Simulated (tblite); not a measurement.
Compound: C₇H₈F (doublet state).
SMILES: `C[C@H]1C=C[CH]C(F)=C1`

All values are computed: GFN2-xTB (tblite) harmonic vibrations without scaling, gas phase. Against measured fundamentals such values can be off by several per cent, at times by over 20. Open shells enter through the occupations alone, without spin polarisation, and single modes of such species can be off by tens of per cent.

Harmonic wavenumbers (cm⁻¹): 88.1, 170.8, 213.2, 291.4, 359.6, 402.8, 457.6, 474.6, 535.0, 586.2, 709.8, 754.2, 763.3, 793.0, 893.4, 912.3, 949.9, 984.4, 1029.7, 1053.3, 1086.6, 1134.1, 1170.0, 1175.8, 1232.0, 1254.5, 1317.9, 1376.3, 1388.3, 1394.8, 1489.0, 1496.1, 1522.7, 1596.6, 2801.7, 3040.4, 3041.9, 3046.3, 3074.8, 3089.8, 3105.8, 3131.1.

A = 3425, B = 1786, C = 1258 MHz; mass 111.061 u (most abundant isotopes); point group C1, symmetry number 1; spin multiplicity 2.

Question: Zero-point energy?

Answer: Half the sum of the wavenumbers: 27695 cm⁻¹ = 79.18 kcal/mol.

Question: Entropy at 350 K, 1 bar (ideal gas, RRHO, classical rotation)?

Answer: Translation 40.85, rotation 28.60, vibration 20.31, spin (R ln 2) 1.38: S = 91.1 cal/(mol K).

Question: And Cp and H(350 K) − H(0)?

Answer: Cp = 35.48 cal/(mol K), of which vibrations give 27.54 (their classical limit is 42 R = 83.5); H(350 K) − H(0) = 7.01 kcal/mol without the zero-point energy, 4.22 from vibrations.

Question: Which modes carry the vibrational entropy at 350 K?

Answer: 88.1 cm⁻¹: 4.02; 170.8 cm⁻¹: 2.73; 213.2 cm⁻¹: 2.31; 291.4 cm⁻¹: 1.74; 359.6 cm⁻¹: 1.38; 402.8 cm⁻¹: 1.20 cal/(mol K); the other 36 give 6.93 together.

Question: Blend soft modes into free rotors: weight 1/[1 + (100 cm⁻¹/ν̃)⁴] for the oscillator and the rest for a rotor with moment μB/(μ + B), μ = h/(8π²ν), B = 10⁻⁴⁴ kg m². What vibrational entropy results?

Answer: 19.75 cal/(mol K) in place of 20.31, which changes −T·S at 350 K by +0.20 kcal/mol.

Question: What must be added to the electronic energy to get the Gibbs energy at 350 K and 1 bar?

Answer: ZPE + [H(350 K) − H(0)] − T·S = 79.18 + 7.01 − 31.90 = 54.29 kcal/mol.

Hindered rotation and anharmonicity are outside this model. The structure is chiral; the term R ln 2 for an equal mix with its mirror image is left out.
